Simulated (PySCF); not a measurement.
Isomers of [C7H4ClO]+ (charge +1), one GFN2-xTB conformer each. Single-point energies are computed at CAM-B3LYP/def2-SVPD (PySCF, gas phase, no added dispersion term), electronic only.

```json
{"SMILES": "[O+]#Cc1cccc(Cl)c1", "GFN2-xTB relative energy (kJ/mol)": "22.8"}
{"SMILES": "[O+]#Cc1ccc(Cl)cc1", "GFN2-xTB relative energy (kJ/mol)": "0.0"}
```

Question: What does CAM-B3LYP/def2-SVPD give for the same structures?

Answer: 
```tsv
SMILES	CAM-B3LYP/def2-SVPD E (Eh)	CAM-B3LYP/def2-SVPD (kJ/mol)	GFN2-xTB (kJ/mol)	point group
[O+]#Cc1ccc(Cl)cc1	-803.73593	0.0	0.0	C2v
[O+]#Cc1cccc(Cl)c1	-803.73078	13.5	22.8	Cs
```

Both levels put the same isomer lowest. Neighbours under 21 kJ/mol apart ([O+]#Cc1ccc(Cl)cc1 and [O+]#Cc1cccc(Cl)c1) can change places with a better method, another conformer or zero-point energy.

Question: Which frontier levels and rotational constants go with these structures?

Answer: 
| SMILES | HOMO (eV, CAM-B3LYP/def2-SVPD) | LUMO (eV) | A, B, C (MHz) |
| --- | --- | --- | --- |
| [O+]#Cc1ccc(Cl)cc1 | -13.81 | -7.00 | 5566, 685.9, 610.6 |
| [O+]#Cc1cccc(Cl)c1 | -13.47 | -7.14 | 2780, 868.1, 661.5 |
